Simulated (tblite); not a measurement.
Parent: `[CH3:1][SiH:2]([CH3:3])[SiH2:4][PH2:5]` with C1–Si2–Si4–P5 98°, Si2–Si4–P5–H 46° and -46°, C2H11PSi2.

The geometries are computed with GFN2-xTB (gas phase). One conformer each, not checked by frequencies here.

```
coordinate of the parent    value
                  C1–Si2  1.907 Å
                  Si2–C3  1.905 Å
                 Si2–Si4  2.339 Å
                  Si4–P5  2.241 Å
               C1–Si2–C3   108.7°
              C1–Si2–Si4   110.1°
              C3–Si2–Si4   110.2°
              Si2–Si4–P5   115.5°
```

Question: How does the shared frame change in `[CH3:1][C:2]#[C:3][Si@H:4]([PH2:5])[SiH:6]([CH3:7])[CH3:8]` with C3–Si4–P5–H 40° and -52°, C3–Si4–Si6–C7 -59°, C5H13PSi2? Atoms pair as C1 = C8, Si2 = Si6, C3 = C7, Si4 = Si4, P5 = P5 (parent first).

Answer: 
```
    parent    relative  value in the relative  change
    C1–Si2      C8–Si6                1.907 Å   0.000
    Si2–C3      Si6–C7                1.903 Å  -0.002
   Si2–Si4     Si6–Si4                2.336 Å  -0.003
    Si4–P5      Si4–P5                2.260 Å  +0.019
 C1–Si2–C3   C8–Si6–C7                 108.5°    -0.2
C1–Si2–Si4  C8–Si6–Si4                 110.4°    +0.3
C3–Si2–Si4  C7–Si6–Si4                 109.0°    -1.2
Si2–Si4–P5  Si6–Si4–P5                 110.7°    -4.8
```

Of the parent's bonds, Si4–P5 changes most (+0.019 Å). Bonds of the relative outside the shared frame: C1–C2 1.446, C2≡C3 1.207, C3–Si4 1.853 Å. Point group C1 → C1.

Question: How does the shared frame change in `[CH3:1][C:2](=[O:3])[O:4][Si@@H:5]([PH2:6])[SiH:7]([CH3:8])[CH3:9]` with C1–C2–O4–Si5 -177°, C2–O4–Si5–P6 180°, O4–Si5–P6–H 91° and -176°, O4–Si5–Si7–C8 -21°, C4H13O2PSi2? Atoms pair as C1 = C8, Si2 = Si7, C3 = C9, Si4 = Si5, P5 = P6 (parent first).

Answer: 
```tsv
parent	relative	value in the relative	change
C1–Si2	C8–Si7	1.909 Å	+0.002
Si2–C3	Si7–C9	1.901 Å	-0.004
Si2–Si4	Si7–Si5	2.344 Å	+0.005
Si4–P5	Si5–P6	2.241 Å	0.000
C1–Si2–C3	C8–Si7–C9	109.4°	+0.7
C1–Si2–Si4	C8–Si7–Si5	111.2°	+1.1
C3–Si2–Si4	C9–Si7–Si5	111.1°	+0.9
Si2–Si4–P5	Si7–Si5–P6	121.3°	+5.8
```

Of the parent's bonds, Si2–C3 and Si2–Si4 change most and about equally (-0.004 to +0.005 Å). Bonds of the relative outside the shared frame: C1–C2 1.503, C2=O3 1.206, C2–O4 1.317, O4–Si5 1.685 Å. Point group C1 → C1.

Question: How does the shared frame change in `[CH3:1][SiH:2]([CH3:3])[Si@H:4]([PH2:5])[CH:6]=[O:7]` with C1–Si2–Si4–P5 93°, Si2–Si4–P5–H -73° and 20°, Si2–Si4–C6–O7 86°, C3H11OPSi2? Atoms pair as C1 = C1, Si2 = Si2, C3 = C3, Si4 = Si4, P5 = P5 (parent first).

Answer: 
```
    parent    relative  value in the relative  change
    C1–Si2      C1–Si2                1.906 Å  -0.001
    Si2–C3      Si2–C3                1.904 Å  -0.001
   Si2–Si4     Si2–Si4                2.350 Å  +0.011
    Si4–P5      Si4–P5                2.241 Å   0.000
 C1–Si2–C3   C1–Si2–C3                 109.4°    +0.7
C1–Si2–Si4  C1–Si2–Si4                 110.4°    +0.3
C3–Si2–Si4  C3–Si2–Si4                 109.7°    -0.5
Si2–Si4–P5  Si2–Si4–P5                 118.4°    +2.9
```

Of the parent's bonds, Si2–Si4 changes most (+0.011 Å). Bonds of the relative outside the shared frame: Si4–C6 1.923, C6=O7 1.206 Å. Point group C1 → C1.

Question: How does the shared frame change in `[CH3:1][SiH:2]([CH3:3])[Si@H:4]([CH3:5])[PH2:6]` with C1–Si2–Si4–C5 -33°, Si2–Si4–P6–H 48° and -45°, C3H13PSi2? Atoms pair as C1 = C3, Si2 = Si2, C3 = C1, Si4 = Si4, P5 = P6 (parent first).

Answer: 
```json
{"parent": "C1–Si2", "relative": "C3–Si2", "value in the relative": "1.906 Å", "change": "-0.001"}
{"parent": "Si2–C3", "relative": "Si2–C1", "value in the relative": "1.906 Å", "change": "+0.001"}
{"parent": "Si2–Si4", "relative": "Si2–Si4", "value in the relative": "2.346 Å", "change": "+0.007"}
{"parent": "Si4–P5", "relative": "Si4–P6", "value in the relative": "2.254 Å", "change": "+0.013"}
{"parent": "C1–Si2–C3", "relative": "C3–Si2–C1", "value in the relative": "108.4°", "change": "-0.3"}
{"parent": "C1–Si2–Si4", "relative": "C3–Si2–Si4", "value in the relative": "110.3°", "change": "+0.2"}
{"parent": "C3–Si2–Si4", "relative": "C1–Si2–Si4", "value in the relative": "110.5°", "change": "+0.3"}
{"parent": "Si2–Si4–P5", "relative": "Si2–Si4–P6", "value in the relative": "115.5°", "change": "0.0"}
```

Of the parent's bonds, Si4–P5 changes most (+0.013 Å). Bonds of the relative outside the shared frame: Si4–C5 1.909 Å. Point group C1 → C1.

Question: How does the shared frame change in `[CH3:1][O:2][CH2:3][Si@@H:4]([PH2:5])[SiH:6]([CH3:7])[CH3:8]` with C1–O2–C3–Si4 176°, O2–C3–Si4–P5 -75°, C3–Si4–P5–H 68° and 161°, C3–Si4–Si6–C7 51°, C4H15OPSi2? Atoms pair as C1 = C8, Si2 = Si6, C3 = C7, Si4 = Si4, P5 = P5 (parent first).

Answer: 
```tsv
parent	relative	value in the relative	change
C1–Si2	C8–Si6	1.907 Å	0.000
Si2–C3	Si6–C7	1.906 Å	+0.001
Si2–Si4	Si6–Si4	2.344 Å	+0.005
Si4–P5	Si4–P5	2.249 Å	+0.008
C1–Si2–C3	C8–Si6–C7	109.2°	+0.5
C1–Si2–Si4	C8–Si6–Si4	110.6°	+0.5
C3–Si2–Si4	C7–Si6–Si4	110.5°	+0.3
Si2–Si4–P5	Si6–Si4–P5	117.1°	+1.6
```

Of the parent's bonds, Si4–P5 changes most (+0.008 Å). Bonds of the relative outside the shared frame: C1–O2 1.402, O2–C3 1.415, C3–Si4 1.918 Å. Point group C1 → C1.
